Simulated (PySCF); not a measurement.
## Ag⁴¹⁺ (silver, charge +41): Hartree-Fock from Schrödinger to Dirac-Coulomb-Breit

Occupied: 1s1/2, 2s1/2, 2p1/2. Hartree-Fock calculated with PySCF 2.14 in an even-tempered Gaussian basis (16 s from 6.5 bohr⁻², ratio 2.7; 12 p from 7.8 bohr⁻², ratio 2.7), Gaussian nucleus throughout. NR is non-relativistic, sf-X2C the spin-free one-electron X2C Hamiltonian, X2C adds the bare one-electron spin-orbit term, X2C-SNSO screens it by Boettger's factors, DC is four-component Dirac-Coulomb, and the Gaunt and Breit terms are added at first order (total energies over the DC spinors, levels after relaxing the spinors in that mean field). QED terms are absent. Levels marked empty are virtual spinors of this ion.

```csv
Hamiltonian,E (hartree),E − E(DC) (hartree),CPU seconds
X2C,-3265.8036,0.4854,0.22
X2C-SNSO,-3265.3341,0.9549,0.22
DC,-3266.2890,0.0000,8.7
DC+Gaunt,-3263.8856,2.4034,18
DC+Breit,-3264.0102,2.2788,50
```

```
   level (eV)       X2C  X2C-SNSO        DC  DC+Gaunt  DC+Breit
        1s1/2  -29026.8  -29027.5  -29042.9  -28994.5  -28996.0
        2s1/2   -6705.8   -6706.0   -6707.9   -6703.2   -6703.6
        2p1/2   -6574.1   -6567.8   -6569.3   -6559.5   -6560.7
2p3/2 (empty)   -6166.2   -6169.0   -6169.3   -6164.4   -6165.5
3s1/2 (empty)   -2768.0   -2768.0   -2768.5   -2767.2   -2767.3
```

Weight of the small component: 1s1/2 0.0298, 2s1/2 0.00685, 2p1/2 0.00682, 2p3/2 0.00649, 3s1/2 0.00279.

Koopmans' value for the highest occupied level at DC+Breit: 6560.7 eV, against an ionisation energy of 6551 ± 7 eV (semi-empirical (NIST evaluation); NIST Atomic Spectra Database, ionization energies); the former lacks relaxation, correlation, QED and recoil.

The whole ladder took 79 s of wall time on 1 thread of Neoverse-N1 (shared host), launched as `OMP_NUM_THREADS=1 python relrun2.py TASK.json OUT` (a driver that calls PySCF for each Hamiltonian).
